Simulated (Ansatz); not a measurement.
YF₃, relaxed as a singlet with RKS PBE-D4/def2-TZVP in Ansatz, starting from the GFN2-xTB geometry. Force threshold 0.02 eV/Å.

In the def2 sets Y takes a core potential; there is no spin–orbit coupling. The structure comes from a short search, and lower isomers may exist.

Start:

| atom | x (Å) | y (Å) | z (Å) |
| --- | --- | --- | --- |
| Y1 | -0.322 | -0.201 | 0.507 |
| F2 | 1.100 | 0.989 | 0.828 |
| F3 | 0.525 | -1.522 | -0.535 |
| F4 | -1.303 | 0.733 | -0.800 |

Estimate the energy that the relaxation releases and the steps that it takes.

16.3 kcal/mol, in 5 steps; 6.5 s on 4 threads of Intel Xeon on a shared host. The force fell under the threshold at step 4, but the optimiser went on. No frequencies were taken in this run, so the end may be a saddle point.

Does the start keep its bonding and symmetry?

By distances, no bond broke or formed. The bond that changes most is Y1–F2, from 1.88 to 2.01 Å (atoms count from 1). Point group C3v at the start, C3v at the end, both within 0.05 Å.

Predict the relaxed structure.


```xyz
4

Y    -0.0797   -0.0498    0.1255
F     1.2051    1.1113    1.1414
F     0.5214   -1.8685   -0.4757
F    -1.6469    0.8070   -0.7912
```
Bond lengths: 3 × F–Y 2.01 Å.
